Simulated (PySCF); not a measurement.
Q: Write Cartesian coordinates for `C=C(OC(F)F)S(=O)(=O)[O-]` as optimised with GFN2-xTB. (Charge -1.)

A: 
```xyz
13
C3H3F2O4S angstrom
C     -0.3979    1.8381    0.8359
C     -0.0882    0.6904    0.2718
O      1.0053    0.5602   -0.5596
C      1.2435   -0.6460   -1.1122
F      1.3243   -0.5010   -2.4669
F      2.4979   -1.0550   -0.7683
S     -1.1121   -0.7911    0.5846
O     -1.5807   -1.1755   -0.7433
O     -2.1520   -0.3355    1.4890
O     -0.1700   -1.7439    1.1609
H      0.1640    2.7482    0.6957
H     -1.2632    1.8465    1.4702
H      0.5247   -1.4351   -0.8755
```

Orientation and origin are arbitrary. Atoms count from 1 in this order. S7 (sulfonyl sulfur) is distorted tetrahedral (angles from 103.6° to 114.9°). C2 (vinylic carbon bearing oxygen) is planar (angles 121.8°, 120.1° and 118.1°, sum 360.0°, 0.00 Å off the plane of its three neighbours). Of the pairs four or more bonds apart, S7···H13 is among the closest relative to their van der Waals radii: 2.29 Å, 76 % of the sum of Bondi's values. C1 (terminal =CH2 carbon) is planar (angles 123.9°, 119.4° and 116.8°, sum 360.0°, 0.00 Å off the plane of its three neighbours).

Bonds between heavy atoms (Å): C1=C2 1.316, C2–O3 1.380, O3–C4 1.348, C4–F5 1.365, C4–F6 1.363, C2–S7 1.828, S7=O8 1.460, S7=O9 1.452, S7–O10 1.459.

The geometry is computed with GFN2-xTB (gas phase).

Point group: near Cs, missed by 0.11 Å at most; the miss may be what the optimiser left on a soft mode. No GFN2-xTB frequencies stand behind this structure, so it isn't proved a minimum. Torsions: C1–C2–O3–C4 -179°, C2–O3–C4–F5 125°, C1–C2–S7–O8 120°.

One conformer stands for the species.
